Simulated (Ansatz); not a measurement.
CH8O2Si2 can be A, `C[SiH2][SiH](O)O`, or B, `CO[SiH2][SiH2]O`.

Program: Ansatz. Geometries: PBE0-D4/def2-TZVP. ΔE: electronic, gas phase. CCSD(T)/CBS is the MP2 limit (def2-TZVPP, def2-QZVPP) plus CCSD(T) − MP2 in def2-TZVPP, frozen cores. DFT in def2-TZVPP. B3LYP here is the variant with VWN-RPA as its local correlation; programs differ in this. Each species was taken in one conformer, which may not be the lowest.

Which is lower in electronic energy at CCSD(T)/CBS, and by how much? (Best estimate.)

The calculation gave: A, by 29.4 kcal/mol.

Give E(B) − E(A) in kcal/mol with HF/def2-TZVPP, PBE-D4, B3LYP, B3LYP-D4, CCSD/def2-TZVPP, CCSD(T)/def2-TZVPP, MP2/def2-TZVPP. (Estimate.)

Computed: HF/def2-TZVPP 25.5, PBE-D4 28.8, B3LYP 27.2, B3LYP-D4 27.4, CCSD/def2-TZVPP 28.5, CCSD(T)/def2-TZVPP 28.7, MP2/def2-TZVPP 30.3. None reverses the order clearly.

Largest T1 diagnostic: 0.012.

In def2-TZVPP, CCSD(T) changes the Hartree–Fock value by +3.3 kcal/mol (the triples alone add +0.3 kcal/mol) and MP2 by +4.8 kcal/mol.
